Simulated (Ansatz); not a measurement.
The cluster B6H⁺. Total charge 1; singlet. Geometry PBE0-D4/def2-SVP.

```xyz
7

B    -0.519   -1.657   -0.589
B     0.536    0.750    0.828
B     0.456   -0.828    1.015
B     0.000    1.648   -0.362
B     0.089   -2.319    0.703
B    -0.262   -0.123   -0.489
H    -0.300    2.528   -1.107
```

B3LYP takes the VWN-RPA correlation. HSE06 is defined as in plane-wave codes, on full-range PBE exchange. The restricted singlet is unstable towards broken spin symmetry in Hartree–Fock (as tested in another run); at PBE-D4/def2-SVP, BLYP-D4/def2-TZVP, B3LYP-D4/6-31G, PBE0-D4/def2-TZVP and others this wasn't settled. The structure comes from a short search, and lower isomers may exist.

(1) Estimate the orbital energies around the gap (eV) in Ansatz with PBE-D4/def2-SVP, BLYP-D4/def2-TZVP, B3LYP-D4/6-31G, PBE0-D4/def2-TZVP, HSE06-D4/def2-TZVP.

Results:

(1) 
| orbital | PBE-D4/def2-SVP | BLYP-D4/def2-TZVP | B3LYP-D4/6-31G | PBE0-D4/def2-TZVP | HSE06-D4/def2-TZVP |
| --- | --- | --- | --- | --- | --- |
| HOMO−5 | -16.23 | -16.08 | -17.56 | -17.85 | -17.44 |
| HOMO−4 | -15.00 | -14.88 | -16.27 | -16.49 | -16.07 |
| HOMO−3 | -13.78 | -13.60 | -14.86 | -15.06 | -14.66 |
| HOMO−2 | -13.76 | -13.37 | -14.14 | -14.41 | -14.02 |
| HOMO−1 | -12.74 | -12.55 | -13.59 | -13.86 | -13.46 |
| HOMO | -12.55 | -12.29 | -13.01 | -13.32 | -12.94 |
| LUMO | -11.07 | -10.72 | -10.17 | -10.15 | -10.52 |
| LUMO+1 | -10.01 | -9.80 | -9.24 | -9.13 | -9.50 |
| LUMO+2 | -8.82 | -8.52 | -7.86 | -7.72 | -8.11 |
| LUMO+3 | -8.56 | -8.38 | -7.64 | -7.61 | -7.99 |
| LUMO+4 | -7.30 | -7.03 | -6.13 | -6.10 | -6.50 |
| LUMO+5 | -5.35 | -5.23 | -4.22 | -4.24 | -4.63 |
